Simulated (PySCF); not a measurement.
Vertical excitations of a molecule C₄H₄BFO from TDA-PBE/def2-SVPD run with PySCF, as energy in eV (oscillator strength): 3.23 (0.024), 3.61 (0.012), 4.75 (0.002), 5.15 (0.001), 5.24 (0.021), 5.41 (0.000), 5.72 (0.017), 6.13 (0.222), 6.32 (0.002), 6.40 (0.005). Lowest triplet (TDA): 2.65 eV. The structure is a stationary point at B3LYP-D3(BJ)/def2-SVP. The values are those of a single conformer.

Identify the compound among the candidates.
A. C#CB(O)C(=C)F
B. C#CB(F)C(C)=O
C. CC#CB(F)C=O
D. C=C=CB(F)C=O

B, C#CB(F)C(C)=O
